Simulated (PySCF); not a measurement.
Electron correlation in La²⁺ (lanthanum, charge +2)

[Xe] 6s1, 2S determinant (an excited configuration). Calculation: PySCF 2.14, in x2c-TZVPPall with one added diffuse shell each of s, p, d type (12s8p8d3f1g, 106 functions); scalar relativity by spin-free X2C-1e. Frozen: [Kr] 4d10; 9 electrons correlated.

```tsv
level	correlation energy (mhartree)
CCSD	-176.81
(T)	-5.03
CCSD(T)	-181.84
```

Diagnostics: T1 = 0.0075, D1 = 0.0300, largest double amplitude 0.030.

Q: Is a single reference adequate?

A: Yes, within this model without spin-orbit coupling: T1 lies below 0.03 and no double amplitude reaches 0.07.
